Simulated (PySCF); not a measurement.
# Property card for `Cc1ccccc1F`

Compound: C7H7F.
Geometry (GFN2-xTB, Å), atoms numbered from 1 in this order:
```
atom  x, y, z in Å
C1     2.184    0.350    0.021
C2     0.701    0.147    0.000
C3    -0.197    1.204   -0.006
C4    -1.564    0.985   -0.013
C5    -2.065   -0.305   -0.015
C6    -1.193   -1.381   -0.016
C7     0.166   -1.137   -0.009
F8     1.014   -2.193   -0.012
H9     2.655   -0.216   -0.781
H10    2.597   -0.012    0.963
H11    2.433    1.402   -0.090
H12    0.185    2.215   -0.006
H13   -2.241    1.826   -0.017
H14   -3.130   -0.477   -0.018
H15   -1.549   -2.399   -0.024
```

Among its groups: benzene ring and C–F bond.

**GFN2-xTB geometry**

| Item | Value |
| --- | --- |
| Rotational constants A, B, C of the GFN2-xTB geometry | 3.266, 2.203, 1.327 GHz |

PBE0/pcSseg-1 ground state and GIAO shieldings, non-relativistic (PySCF):

| Quantity | Value |
| --- | --- |
| Dipole moment | 1.27 D |
| HOMO energy | -7.07 eV |
| LUMO energy | -0.31 eV |
| HOMO–LUMO gap | 6.76 eV |
| Lowest Hirshfeld atomic charge | -0.12 e on C1 |
| Highest Hirshfeld atomic charge | +0.08 e on C7 |
| 13C chemical shifts (computed TMS as zero) by class | 171.6 (C7), 136.5 (C3), 132.9 (C5), 131.4 (C2), 129.0 (C4), 120.8 (C6), 18.5 (C1) ppm |
| 1H chemical shifts (computed TMS as zero) by class | 7.50 (H12), 7.47 (H14), 7.30 (H13), 7.30 (H15), 2.47 (H9/H10/H11) ppm |
| Isotropic shieldings of nuclei other than C and H, by class | 290 (F8) ppm |
| Mayer bond orders between heavy atoms | C1–C2 1.07, C2–C3 1.42, C3–C4 1.44, C4–C5 1.44, C5–C6 1.41, C6–C7 1.46, C7–F8 0.92, C7–C2 1.34 |

Monoisotopic mass (most abundant isotopes): 110.0532 u.

The rotational constants make it an asymmetric top with κ = (2B − A − C)/(A − C) = -0.10, midway between the prolate (−1) and oblate (+1) limits. With B = h/(8π²I), that is 505.379 GHz u Å² over I, the principal moments of inertia are 154.7, 229.4 and 381.0 u Å² (most abundant isotopes). The dipole equals about 4.2 × 10⁻³⁰ C·m (1 D = 3.33564 × 10⁻³⁰ C·m).

Geometry: GFN2-xTB; no solvent or vibrations. NMR classes are plain means over equivalent atoms (diastereotopic ones count apart unless rotation or inversion swaps them), as if these changed places fast; in this geometry the members of some classes differ.

For the NMR shielding job (PBE0/pcSseg-1), cost: about 20 s of CPU time on one thread (with the writing of density and orbital grids); the machine was shared, so the figure is rough.
